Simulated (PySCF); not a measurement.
# Dipole moment and polarisability of `[NH3+][Ga@@H-]([Cl])[N]([SiH3])[SiH3]`

ClGaH10N2Si2.
Atom-mapped SMILES: `[NH3+:1][Ga@@H-:2]([Cl:3])[N:4]([SiH3:5])[SiH3:6]` (hydrogens: H7, H8, H9 on N1; H10 on Ga2; H11, H12, H13 on Si5; H14, H15, H16 on Si6)

Structure used (PBE0-D3(BJ)/def2-SVP), in Å, numbered top down from 1:
```xyz
16
ClGaH10N2Si2 angstrom
N      1.8815   -0.6836   -1.2410
Ga     1.1886   -0.4601    0.7356
Cl     2.4248    1.3156    1.1222
N     -0.5809    0.0752    0.3772
Si    -1.9204   -0.8665    0.9639
Si    -0.8149    1.6456   -0.3342
H      2.8923   -0.5476   -1.2836
H      1.6498   -1.5689   -1.6915
H      1.4475    0.0711   -1.7788
H      1.5012   -1.7909    1.4829
H     -1.4242   -2.2274    1.3415
H     -2.9770   -1.0218   -0.0877
H     -2.5855   -0.2697    2.1679
H     -0.6831    2.7955    0.6100
H      0.1887    1.8490   -1.4376
H     -2.1766    1.7064   -0.9563
```

Level: PBE0/def2-SVPD (PySCF), static field, nuclei fixed, core orbitals frozen in the response. The polarisability tensor in these axes (au):

```
x   124.30   3.49  -0.29
y     3.49 115.78  -3.77
z    -0.29  -3.77 103.90
```

Diagonalise the tensor; give its mean and Δα, where Δα² is half the sum of the squared differences of the eigenvalues.

Principal values 102.78, 115.54 and 125.67 au; mean 114.66 au = 16.99 Å³ = 18.90 × 10⁻⁴⁰ C²·m²/J; Δα = 19.87 au (17 % of the mean).

What is the dipole moment, and where does it point?

(1.52, -2.82, -4.46) D, 5.49 D in size, pointing from the negative to the positive side. Measured along this direction, the outermost atoms are H13 at the negative end and H8 at the positive end.

Estimate the molar refractivity from the static electronic polarisability.

Lorentz–Lorenz: R = (4π/3)N_A α = 2.5225 cm³/(mol·Å³) × 16.99 Å³ = 42.9 cm³/mol, in the limit of long wavelengths.

What depolarisation ratio follows for Rayleigh scattering of linearly polarised light, taking the static tensor?

ρ = 3Δα²/(45ᾱ² + 4Δα²) = 1183.9/(591613 + 1578.5) = 0.002.

Give the eigenvalues of the traceless quadrupole moment Θ = ½Σq(3rr − r²1), origin at the centre of nuclear charge.

-15.50, -4.89, 20.39 D·Å. The values depend on the origin, since the dipole doesn't vanish. The electronic extent ⟨r²⟩ about the same centre is 1683 bohr², a root-mean-square distance of 2.17 Å for the 100 electrons.

What would n − 1 = 2πNα be for an ideal gas of these molecules at 298.15 K and 1 atm, electronic part alone?

N = p/kT = 2.4615 × 10¹⁹ cm⁻³, so n − 1 = 2π × N × 16.99 × 10⁻²⁴ cm³ = 2628 × 10⁻⁶ at long wavelengths, for an ideal gas.

One conformer (not necessarily the lowest) at the PBE0-D3(BJ)/def2-SVP geometry, without solvent, vibrations or thermal averaging. The calculation is non-relativistic, for gallium too.
